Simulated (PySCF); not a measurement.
```xyz
4
charge 0 multiplicity 2, angstrom
Zr    0.0000    0.0000    0.0000
I     2.6966    0.0000    0.0000
I    -1.3483    2.3353    0.0000
I    -1.3483   -2.3353    0.0000
```

All numbers come from PySCF, UPBE, basis Zr def2-TZVP with ECP28, I def2-TZVP with ECP28 (scalar-relativistic core potentials, no spin–orbit coupling, density fitting).

This geometry of ZrI₃ is a stationary point at this level.

**Question.** What is the point group?

**Answer.** D3h.

**Question.** Is it a minimum?

**Answer.** Yes: all harmonic wavenumbers are real, though the softest, 41 cm⁻¹, leaves little margin.

**Question.** List the harmonic modes with their infrared intensities.

**Answer.** 
```tsv
symmetry	ω (cm⁻¹)	IR (km/mol, summed over degenerate members)
e'	41	0.0
a2''	44	1.1
a1'	152	0.0
e'	259	92.1
```

**Question.** What is the atomisation energy, with and without zero-point energy?

**Answer.** 1167 kJ/mol without, 1163 kJ/mol with.

In D3h the vibrations span 2e' + a2'' + a1'. The a1' mode carries no infrared intensity, as symmetry demands.

Other isomers or separated fragments may lie lower. Other spin states or occupations of the open shell can lie lower. With an element this heavy the missing spin–orbit coupling can shift these numbers.
